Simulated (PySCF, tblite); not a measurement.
**Question.** Write Cartesian coordinates for InChI=1S/C5H7F3O/c1-4(9)2-3-5(6,7)8/h2-3H2,1H3 as optimised with GFN2-xTB.

**Answer.** 
```xyz
16
C5H7F3O angstrom
C      2.6230    0.2267    0.3474
C      1.3337    0.0972   -0.4176
O      1.2804   -0.0168   -1.6131
C      0.0905    0.1099    0.4568
C     -1.1594   -0.2582   -0.3402
C     -2.3997   -0.1581    0.5195
F     -2.6149    1.0895    0.9675
F     -2.3295   -0.9399    1.6106
F     -3.5073   -0.5240   -0.1402
H      2.8893   -0.7539    0.7396
H      3.4190    0.5570   -0.3140
H      2.5185    0.9109    1.1843
H     -0.0163    1.1163    0.8714
H      0.2299   -0.5787    1.2927
H     -1.0887   -1.2806   -0.7147
H     -1.2759    0.4118   -1.1940
```

Any rigid rotation of these coordinates is as good. Atoms count from 1 in this order. Of the pairs four or more bonds apart, O3···H16 is among the closest relative to their van der Waals radii: 2.63 Å, 97 % of the sum of Bondi's values. The C–C distances run from 1.505 Å (C1–C2, drawn single) to 1.527 Å (C4–C5, drawn single), a spread of 0.022 Å.

Bonds between heavy atoms (Å): C1–C2 1.505, C2=O3 1.202, C2–C4 1.520, C4–C5 1.527, C5–C6 1.512, C6–F7 1.343, C6–F8 1.344, C6–F9 1.340.

Structure optimised with GFN2-xTB, isolated species.

Point group: C1 (no symmetry element, even within 0.4 Å). Its GFN2-xTB frequencies are all real (lowest 30 cm⁻¹). The numbers are those of one conformer (C1–C2–C4–C5 -170°, C2–C4–C5–C6 -176°).

The numbers are calculated, not measured.
